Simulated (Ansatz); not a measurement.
`BC(O)C(=C)N`, relaxed with RKS PBE-D4/def2-SVP in Ansatz from a rough embedded geometry. The force threshold is 0.03 eV/Å; the program also tests the step.

Charge 0, multiplicity 1.

Start:

```xyz
14

B    -0.637   -0.970   -1.491
C    -0.782   -0.504   -0.002
O    -0.668   -1.614    0.832
C     0.321    0.541    0.346
C     0.010    1.830    0.327
N     1.649    0.065    0.458
H     0.155   -0.588   -2.213
H    -1.468   -1.791   -1.866
H    -1.770   -0.091    0.153
H    -0.922   -1.321    1.763
H    -0.982    2.151    0.182
H     0.810    2.537    0.536
H     2.384    0.727    0.610
H     1.901   -0.971    0.366
```

```csv
step,energy (eV),largest force (eV/Å),largest move (Å)
1,-7437.7171,2.279,0.000
2,-7438.2026,1.052,0.192
3,-7438.2791,0.272,0.116
4,-7438.3089,0.355,0.155
5,-7438.3233,0.581,0.195
6,-7438.3919,0.462,0.200
7,-7438.4130,0.360,0.105
8,-7438.4286,0.183,0.200
9,-7438.4345,0.151,0.101
10,-7438.4398,0.157,0.118
11,-7438.4452,0.343,0.195
12,-7438.4540,0.377,0.142
13,-7438.4642,0.297,0.200
14,-7438.4760,0.142,0.045
15,-7438.4800,0.134,0.139
16,-7438.4816,0.080,0.035
17,-7438.4822,0.029,0.019
```

End:

```xyz
14

B    -0.563   -0.945   -1.459
C    -0.842   -0.482    0.018
O    -0.762   -1.579    0.937
C     0.294    0.518    0.238
C     0.106    1.854    0.356
N     1.527   -0.137    0.185
H    -0.751   -0.154   -2.363
H    -0.148   -2.065   -1.694
H    -1.809    0.069    0.094
H    -0.911   -1.211    1.830
H    -0.906    2.279    0.308
H     0.952    2.551    0.457
H     2.335    0.389    0.524
H     1.477   -1.088    0.570
```

Hardware: 4 threads of an Arm Neoverse V2 on a shared host. Wall time 22 s, peak host memory 0.17 GiB.
